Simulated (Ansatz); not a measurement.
```yaml
crystal:
  periodic: [false, false, false]
  atoms:
    - {symbol: F, position_ang: [-2.785674, 0.161342, -0.098992]}
    - {symbol: Al, position_ang: [-1.151150, 0.064067, -0.041189]}
    - {symbol: O, position_ang: [-0.414585, -1.385357, -0.387803]}
    - {symbol: Si, position_ang: [0.274064, -2.818277, -0.728351]}
    - {symbol: O, position_ang: [-0.274186, 1.417504, 0.362169]}
    - {symbol: Si, position_ang: [0.548688, 2.761155, 0.763339]}
    - {symbol: H, position_ang: [1.741161, -2.648565, -0.895462]}
    - {symbol: H, position_ang: [-0.295484, -3.367824, -1.986116]}
    - {symbol: H, position_ang: [0.019767, -3.773721, 0.381177]}
    - {symbol: H, position_ang: [2.001668, 2.554713, 0.528157]}
    - {symbol: H, position_ang: [0.329713, 3.074165, 2.199535]}
    - {symbol: H, position_ang: [0.083016, 3.905600, -0.062362]}
basis:
  gaussian: {orbitals: def2-SVPD, final_grid: {core_spheres: 1, valence_spheres: 1, degree: 3}}
hamiltonian: {xc: {name: PBE}}
scf: {lower_state_search: off}
```

```sh
$ ansatz run in.yaml --threads 4 --pin off --events-out ev --progress --plain --max-ram 11315MiB
```

Output, abridged:

```
Functional definition: PBE
  name "PBE"
  cite "Perdew, Burke & Ernzerhof, Phys. Rev. Lett. 77, 3865 (1996) doi:10.1103/PhysRevLett.77.3865"
  parent pbe
  parameter kappa = 0.804
  parameter beta = 0.06672455060314922
  exchange = pbe_x(kappa = kappa, mu = beta*pi^2/3)
  correlation = pbe_c(beta = beta)
these checks for a lower state are left out or cut short: stability, starts, cluster_reference, orbital_swaps, neighbouring_geometries, increment
1624 factors; their error is unknown
mean field evaluation 1: about -29220.0025 eV, gradient 9.8e1 eV
mean field evaluation 2: about -29133.0346 eV, gradient 2.2e2 eV
mean field evaluation 4: about -29235.8516 eV, gradient 2.2e1 eV
mean field evaluation 8: about -29199.6031 eV, gradient 1.1e2 eV
mean field evaluation 16: about -29256.6349 eV, gradient 1.4e1 eV
a density is far from that of the atoms, so the factors are made again for it
2251 factors; integrals over basis functions are off by at most 6.3e-5 eV
mean field evaluation 32: about -29199.5423 eV, gradient 1.1e2 eV
mean field -29293.04607470 eV, -1076.4995877054 hartree, gradient 4.4e-6 eV, S^2 0.000000; 0 other end points of the search recorded, 0 dependent functions left out
reference -29293.04608959 eV, -1076.4995882528 hartree; 36, 36 occupied and 153, 153 virtual orbitals, 2251 factors
Total energy: -29293.04608959 eV, -1076.4995882528 hartree
Checks for a lower state left out: stability, starts, cluster_reference, orbital_swaps, neighbouring_geometries, increment
```

Task: Something in this input is off. What?

Result: The integration grid is far too coarse. Self-consistency was reached. The result belongs to that input, not to the molecule as meant.
